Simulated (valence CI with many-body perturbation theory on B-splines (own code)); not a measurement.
## Ru13+: key properties

Method: configuration interaction combined with many-body perturbation theory (CI+MBPT): three valence electrons over a frozen Dirac-Fock core [Ar] 3d10, a basis of 9 s, 9 p, 8 d, 6 f, 3 g, 1 h functions for each j, with the one-electron correlation potential Σ1, the two-electron term Σ2, the three-electron term Σ3, Breit, model QED; selected CI, second order for the rest, scaled by the run's own slope (own B-spline code, finite nucleus).

No measured spectrum was set against this ion. As an estimate, levels hold to about 250 cm⁻¹ or 0.2 % of their energy and the worst to 1 %, as in measured heavy ions of charge 2 to 7; those with d or f electrons hold less well.

Names give the largest LS component (configuration and term), which can be under half, so a name can repeat, a term be missing and a line seem to break the LS rules; names also repeat where a configuration has a term twice.

Rates and lifetimes use the calculated energies. Strong lines usually hold to 10 to 20 %, long lifetimes can be off by a factor of two.

(1) What is the ground level?

(2) Name the longest-lived excited levels whose lifetime is computed, and their main decay.

(3) What are the static dipole polarisabilities of the lowest levels?

(4) How well does LS coupling describe the low levels?

(5) What is the ionisation energy?

Answers

(1) 4s2 4p 2P°_1/2, composition 98 % 4s2 4p 2P°, g = 0.665.

(2) 4s2 4p 2P°_3/2 at 39252 cm⁻¹ lives 1.83 ms, mostly by M1 to 4s2 4p 2P°_1/2. The lifetime of 4s 4p 4d 4F°_9/2 is too uncertain to give, and may be longer.

(3) 4s2 4p 2P°_1/2 0.668; 4s2 4p 2P°_3/2 0.688 (tensor 0.057) bohr³, of which the core gives 0.0419.

(4) Among the lowest 20 levels the leading LS term, summed over configurations, holds 86 % on average. For single configurations the figures are 82 % in LS and 79 % in jj coupling. Terms mix most in the J = 3/2 level at 570310 cm⁻¹, where the leading one holds 40 %.

(5) 296.71 eV; NIST lists 295.9 ± 0.09 eV (semi-empirical).
